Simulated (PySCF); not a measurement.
## A search over the determinants of NaPb⁺

Unrestricted PBE0; Na def2-SVPD, Pb def2-SVPD with ECP60; scalar-relativistic core potentials (PySCF 2.14). Outer shells of the fragments: Na+ closed shells only; Pb 5d10 6s2 6p2.

Followed along the bond (rough minima from three points):

```json
{"2Ms+1": "3", "unpaired": "σ ↑, π ↑", "⟨S²⟩ at the start": "2.00", "R at minimum (Å)": "3.47", "Te (eV)": "0.00"}
{"2Ms+1": "1", "unpaired": "σ ↑, π ↓", "⟨S²⟩ at the start": "1.00", "R at minimum (Å)": "3.54", "Te (eV)": "0.27"}
{"2Ms+1": "1", "unpaired": "none", "⟨S²⟩ at the start": "0.00", "R at minimum (Å)": "3.33", "Te (eV)": "0.27"}
{"2Ms+1": "3", "unpaired": "π ↑↑", "⟨S²⟩ at the start": "2.00", "R at minimum (Å)": "none in the scan", "Te (eV)": "≤ 0.79"}
{"2Ms+1": "1", "unpaired": "π ↑↓", "⟨S²⟩ at the start": "1.00", "R at minimum (Å)": "none in the scan", "Te (eV)": "≤ 1.09"}
```

Solutions found at the starting distance of 3.070 Å, counted from the lowest of them; the search is not exhaustive and high or unbound solutions are not listed, so other states can lie among these:

| 2Ms+1 | unpaired | term | E (eV) | ⟨S²⟩ | ⟨Lz²⟩ | μ (D) |
| --- | --- | --- | --- | --- | --- | --- |
| 3 | σ ↑, π ↑ | ³Π | 0.00 | 2.00 | 1.00 | -9.18 |
| 1 | none | ¹Σ⁺ | 0.25 | 0.00 | 0.00 | -7.80 |
| 1 | σ ↑, π ↓ | mixed | 0.29 | 1.00 | 1.00 | -9.05 |
| 3 | π ↑↑ | ³Σ⁻ | 0.87 | 2.00 | 0.00 | -10.47 |
| 1 | π ↑↓ | mixed | 1.17 | 1.00 | 2.01 | -10.37 |
| 1 | none | mixed | 1.95 | 0.00 | 2.00 | -10.04 |
| 3 | σ ↑↑ | ³Σ⁺ | 3.31 | 2.00 | 0.00 | 0.17 |
| 3 | π ↑↑ | mixed | 5.37 | 2.00 | 2.00 | -0.67 |
| 3 | σ ↑, δ ↑ | ³Δ | 6.27 | 2.00 | 4.00 | -10.12 |
| 1 | σ ↑, δ ↓ | mixed | 6.32 | 1.00 | 4.00 | -10.17 |

A term symbol is given only where ⟨S²⟩ and ⟨Lz²⟩ are close to those of a pure state; real π, δ and φ orbitals otherwise mix terms. A positive dipole points towards Pb; it is taken about the centre of mass and depends on that origin.

These are scalar-relativistic numbers at best; spin–orbit coupling would shift them, the dissociation energy most.
